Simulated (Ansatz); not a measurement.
Program: Ansatz. Geometries: PBE0-D4/def2-TZVP. ΔE: electronic, gas phase. CCSD(T)/CBS adds triple-zeta CCSD(T) − MP2 to the extrapolated MP2 energy (def2 sets, frozen cores). This one scheme is used for every species. Functionals use def2-TZVPP. B3LYP here is the variant with VWN-RPA as its local correlation; programs differ in this. Elements past krypton have def2 core potentials. For Br, I outer-core shells are correlated without core-valence functions, which leaves a few kJ/mol of doubt a bond. Scalar relativity is left out up to krypton. One conformer a species, not always the lowest.

Reaction (substitution at a C–Si bond): `C[SiH2]C(F)Br` + HI → `FC(Br)I` + `C[SiH3]`

```csv
level,ΔE (kJ/mol),difference from CCSD(T)/CBS
PBE-D4,45.9,-4.9
PBE0-D4,52.6,1.8
B3LYP-D4,50.6,-0.2
ωB97X-V,54.9,4.1
B2PLYP,48.9,-1.9
PBE,43.8,-7.0
r2SCAN,50.0,-0.8
HF/def2-TZVPP,60.0,9.2
MP2/def2-TZVPP,48.5,-2.3
CCSD/def2-TZVPP,56.9,6.1
CCSD(T)/def2-TZVPP,54.2,3.4
HF/def2-QZVPP,59.1,8.3
MP2/def2-QZVPP,46.3,-4.5
HF/CBS(def2),59.0,8.2
MP2/CBS(def2),45.1,-5.7
CCSD/CBS(def2),53.5,2.7
CCSD(T)/CBS,50.8,0
```

Largest T1 diagnostic among the species: 0.010.

From PBE to PBE0 (25 % exact exchange), in def2-TZVPP and without D4, ΔE moves by +6.7 kJ/mol. In def2-TZVPP, CCSD(T) changes the Hartree–Fock value by −5.8 kJ/mol (the triples alone add −2.7 kJ/mol) and MP2 by −11.4 kJ/mol.
